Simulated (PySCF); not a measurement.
A run for PySCF: R-B3LYP/3-21G on HCl (SMILES Cl).

```python
from pyscf import gto, scf, dft, mp
from pyscf.data.elements import chemcore

mol = gto.M(
    atom='''
    Cl    0.45832448   -1.35212139    0.35968767
    H    -0.71681046   -0.95719140    0.68776499
    ''',
    basis='3-21g',
    charge=0, spin=0, verbose=3, max_memory=1800)
mf = dft.RKS(mol, xc='b3lyp')
mf.conv_tol = 1e-8
mf.max_cycle = 100
mf.kernel()
if not mf.converged:
    mf = mf.newton().run(mf.mo_coeff, mf.mo_occ)
```

Output:

```
converged SCF energy = -458.588541220559
```

Self-consistency was reached.

Cost: about 1.0 core-seconds (a rough figure).
